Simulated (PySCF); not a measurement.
## Electron correlation in Ru²⁺ (ruthenium, charge +2)

[Kr] 4d5 5p1, high-spin 7P determinant (an excited configuration). All numbers are calculated (PySCF 2.14, scalar relativity through the core potential, in aug-cc-pVDZ-PP with ECP28MDF). Frozen: 4s2 4p6; 6 electrons correlated.

```csv
level,correlation energy (mhartree)
CCSD,-62.91
(T),-0.36
CCSD(T),-63.27
```

Diagnostics: T1 = 0.0054, D1 = 0.0163, largest double amplitude 0.022.

Cost of the coupled-cluster step: roughly 1.6 core-seconds, for 6 correlated electrons.
